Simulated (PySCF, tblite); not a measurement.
Isomers of C3H7ClOSi, one GFN2-xTB conformer each. Single-point energies are computed at PBE0/pcSseg-1 (PySCF, gas phase, no added dispersion term), electronic only.

```csv
SMILES,GFN2-xTB relative energy (kJ/mol)
Cl[SiH2]OC1CC1,0.0
O[SiH2]C/C=C/Cl,144.2
C=C[C@H](Cl)[SiH2]O,163.6
C/C=C(\Cl)O[SiH3],84.6
CC(=O)[SiH2]CCl,301.5
```

Conformers: `[Cl:1][SiH2:2][O:3][CH:4]1[CH2:5][CH2:6]1` with Cl1–Si2–O3–C4 -58°, Si2–O3–C4–C5 -16°; `[OH:1][SiH2:2][CH2:3]/[CH:4]=[CH:5]/[Cl:6]` with H–O1–Si2–C3 45°, O1–Si2–C3–C4 -58°, Si2–C3–C4–C5 100°; `[CH2:1]=[CH:2][C@H:3]([Cl:4])[SiH2:5][OH:6]` with C1–C2–C3–Cl4 -131°, C2–C3–Si5–O6 63°, C3–Si5–O6–H 45°; `[CH3:1]/[CH:2]=[C:3](\[Cl:4])[O:5][SiH3:6]` with C2–C3–O5–Si6 180°; `[CH3:1][C:2](=[O:3])[SiH2:4][CH2:5][Cl:6]` with C1–C2–Si4–C5 180°, C2–Si4–C5–Cl6 180°.

What does PBE0/pcSseg-1 give for the same structures?

```csv
SMILES,PBE0/pcSseg-1 E (Eh),PBE0/pcSseg-1 (kJ/mol),GFN2-xTB (kJ/mol),point group
Cl[SiH2]OC1CC1,-942.93816,0.0,0.0,C1
O[SiH2]C/C=C/Cl,-942.91495,60.9,144.2,C1
C=C[C@H](Cl)[SiH2]O,-942.90981,74.5,163.6,C1
C/C=C(\Cl)O[SiH3],-942.89448,114.7,84.6,Cs
CC(=O)[SiH2]CCl,-942.88572,137.7,301.5,Cs
```

Both levels put the same isomer lowest; measured from each level's own lowest isomer, the values differ by up to 163.8 kJ/mol (CC(=O)[SiH2]CCl: 301.5 against 137.7). As drawn, the lowest has a three-membered ring and an Si–O bond, which the highest lacks; the highest has a C=O bond and an Si–C bond, which the lowest lacks.

Which frontier levels, dipoles and rotational constants go with these structures?

```json
{"SMILES": "Cl[SiH2]OC1CC1", "HOMO (eV, PBE0/pcSseg-1)": "-7.64", "LUMO (eV)": "0.74", "dipole (D)": "1.57", "A, B, C (MHz)": "3977, 1578, 1284"}
{"SMILES": "O[SiH2]C/C=C/Cl", "HOMO (eV, PBE0/pcSseg-1)": "-7.11", "LUMO (eV)": "-0.29", "dipole (D)": "1.15", "A, B, C (MHz)": "5273, 916.8, 826.0"}
{"SMILES": "C=C[C@H](Cl)[SiH2]O", "HOMO (eV, PBE0/pcSseg-1)": "-7.55", "LUMO (eV)": "-0.45", "dipole (D)": "1.00", "A, B, C (MHz)": "2482, 1840, 1255"}
{"SMILES": "C/C=C(\\Cl)O[SiH3]", "HOMO (eV, PBE0/pcSseg-1)": "-6.58", "LUMO (eV)": "0.23", "dipole (D)": "0.40", "A, B, C (MHz)": "4440, 1413, 1093"}
{"SMILES": "CC(=O)[SiH2]CCl", "HOMO (eV, PBE0/pcSseg-1)": "-7.03", "LUMO (eV)": "-1.27", "dipole (D)": "2.52", "A, B, C (MHz)": "6801, 919.6, 826.1"}
```

What happens when harmonic zero-point energies from GFN2-xTB frequencies are added?

```tsv
SMILES	ZPE (kJ/mol)	electronic (kJ/mol)	with ZPE (kJ/mol)
Cl[SiH2]OC1CC1	245.0	0.0	0.0
O[SiH2]C/C=C/Cl	235.6	60.9	51.5
C=C[C@H](Cl)[SiH2]O	235.1	74.5	64.6
C/C=C(\Cl)O[SiH3]	231.6	114.7	101.3
CC(=O)[SiH2]CCl	233.8	137.7	126.5
```

The zero-point energies span 13.4 kJ/mol. The order is unchanged.
